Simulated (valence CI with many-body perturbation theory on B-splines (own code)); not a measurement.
**Which ion has this spectrum?**

A relativistic CI+MBPT calculation for an atom or ion with 7 electrons gives these levels (Ry):

```csv
J,Parity,E,g
3/2,odd,0.00,1.35
3/2,odd,28.04,1.44
5/2,odd,29.55,1.18
1/2,odd,31.98,0.64
5/2,even,44.90,1.48
1/2,even,50.21,2.08
3/2,even,50.32,1.20
3/2,odd,60.11,1.28
3/2,even,74.46,1.56
5/2,even,76.93,1.28
1/2,even,79.81,1.41
3/2,even,80.62,1.05
3/2,odd,99.25,1.31
1/2,even,109.11,1.78
```

The energies are calculated, and their last digits are not significant.

Q: Which is it?
A. Pr52+
B. Cs48+
C. Ba49+
D. La50+

A: C. Ba49+, ground level (2s^2 2p1/2^2 2p3/2) J=3/2.
